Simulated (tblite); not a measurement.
Species: C5H10F2SeSi.
SMILES with atom numbers: `[CH3:1][C@@H:2]1[CH2:3][C@@H:4]([F:5])[C@@H:6]([F:7])[Se:8][SiH2:9]1` (hydrogens: H10, H11, H12 on C1; H13 on C2; H14, H15 on C3; H16 on C4; H17 on C6; H18, H19 on Si9)

Computed with GFN2-xTB (tblite), gas phase: L-BFGS steps from a force-field or distance-geometry start until the largest atomic force falls under 0.01 eV/Å.

Step 110: E = -821.9397 eV
```
atom  x, y, z in Å  |  force x, y, z in eV/Å
C1     -1.9468   -0.0018    0.6393    0.013  -0.028  -0.049
C2     -1.0218   -0.4249   -0.5033    0.027  -0.014  -0.027
C3      0.2042   -1.1881    0.0132    0.024   0.023   0.011
C4      1.0693   -0.3796    0.9781    0.030   0.002   0.033
F5      1.8574   -1.2577    1.7035   -0.011  -0.017  -0.006
C6      1.9981    0.6338    0.3187   -0.041   0.007   0.037
F7      2.6305    0.1045   -0.7657   -0.025  -0.035  -0.047
Se8     1.0020    2.2423   -0.2478   -0.004   0.033  -0.001
Si9    -0.4351    1.0477   -1.5835   -0.025   0.036   0.005
H10    -1.5732    0.8791    1.1567    0.009   0.029   0.010
H11    -2.0430   -0.8094    1.3627   -0.017  -0.011   0.023
H12    -2.9387    0.2307    0.2639   -0.015   0.037  -0.065
H13    -1.5729   -1.1273   -1.1373    0.015   0.032   0.012
H14    -0.1196   -2.0885    0.5441    0.025   0.033   0.031
H15     0.8249   -1.5077   -0.8288   -0.001  -0.028   0.049
H16     0.4636    0.1540    1.7250    0.035  -0.087  -0.028
H17     2.7741    0.9514    1.0249   -0.004   0.013  -0.005
H18     0.3084    0.5578   -2.7450   -0.024   0.002  -0.005
H19    -1.4912    1.9931   -1.9264   -0.013  -0.028   0.022
```

Step 111: E = -821.9410 eV
```
atom  x, y, z in Å  |  force x, y, z in eV/Å
C1     -1.9457   -0.0008    0.6375    0.006  -0.022  -0.019
C2     -1.0205   -0.4249   -0.5038    0.034  -0.016  -0.026
C3      0.2024   -1.1899    0.0161    0.024   0.007   0.007
C4      1.0711   -0.3807    0.9770    0.018  -0.015   0.016
F5      1.8612   -1.2598    1.6989   -0.003  -0.005  -0.005
C6      1.9956    0.6360    0.3170   -0.020  -0.024   0.014
F7      2.6301    0.1080   -0.7680   -0.040  -0.023  -0.033
Se8     0.9991    2.2445   -0.2469   -0.012   0.029   0.001
Si9    -0.4343    1.0467   -1.5840   -0.015   0.055   0.016
H10    -1.5676    0.8743    1.1619   -0.001   0.041  -0.014
H11    -2.0480   -0.8085    1.3599   -0.018  -0.034   0.015
H12    -2.9357    0.2370    0.2606   -0.014   0.050  -0.061
H13    -1.5718   -1.1250   -1.1397    0.010   0.016   0.016
H14    -0.1265   -2.0876    0.5498    0.038   0.050   0.032
H15     0.8225   -1.5162   -0.8229    0.007  -0.028   0.028
H16     0.4678    0.1521    1.7244    0.013  -0.071   0.011
H17     2.7707    0.9541    1.0234    0.013   0.017   0.004
H18     0.3164    0.5652   -2.7431   -0.024  -0.010  -0.017
H19    -1.4965    1.9849   -1.9256   -0.016  -0.016   0.016
```

Problem. Estimate the geometry and energy of step 112. (The exact step hangs on the optimiser's Hessian estimate; all steps are aligned on step 111, rigid shifts and turns removed.)

Solution. E = -821.9423 eV, largest force 0.092 eV/Å
```
atom  x, y, z in Å  |  force x, y, z in eV/Å
C1     -1.9452   -0.0011    0.6348    0.009   0.004   0.004
C2     -1.0179   -0.4247   -0.5046    0.028  -0.004  -0.011
C3      0.2014   -1.1911    0.0196    0.027   0.002  -0.003
C4      1.0743   -0.3815    0.9758   -0.005  -0.028   0.031
F5      1.8670   -1.2631    1.6931   -0.005   0.024  -0.017
C6      1.9944    0.6386    0.3153   -0.004  -0.044   0.041
F7      2.6315    0.1080   -0.7657   -0.027  -0.018  -0.069
Se8     0.9992    2.2470   -0.2500   -0.017   0.024   0.006
Si9    -0.4340    1.0470   -1.5843   -0.037   0.079   0.028
H10    -1.5633    0.8664    1.1692    0.003   0.055  -0.031
H11    -2.0572   -0.8099    1.3534   -0.023  -0.065   0.012
H12    -2.9312    0.2473    0.2550   -0.024   0.052  -0.063
H13    -1.5704   -1.1209   -1.1426    0.012  -0.012   0.012
H14    -0.1314   -2.0839    0.5588    0.036   0.043   0.034
H15     0.8204   -1.5256   -0.8161    0.019  -0.031   0.001
H16     0.4724    0.1483    1.7250    0.003  -0.055   0.041
H17     2.7674    0.9590    1.0229    0.018   0.017   0.006
H18     0.3180    0.5726   -2.7435   -0.013  -0.025  -0.040
H19    -1.5051    1.9769   -1.9237    0.000  -0.017   0.018
```

The energy changes by -0.0014 eV. The first-order estimate −F·Δx gives -0.0019 eV and the mean of the old and new forces, exact on a quadratic surface, -0.0013 eV. The step makes an angle of 73° with the force vector and moves no atom by more than 0.013 Å.

The cost below is that of the whole relaxation. Time: 1.1 s of wall time. Hardware: one thread of an Arm Neoverse V2, no GPU, shared host.
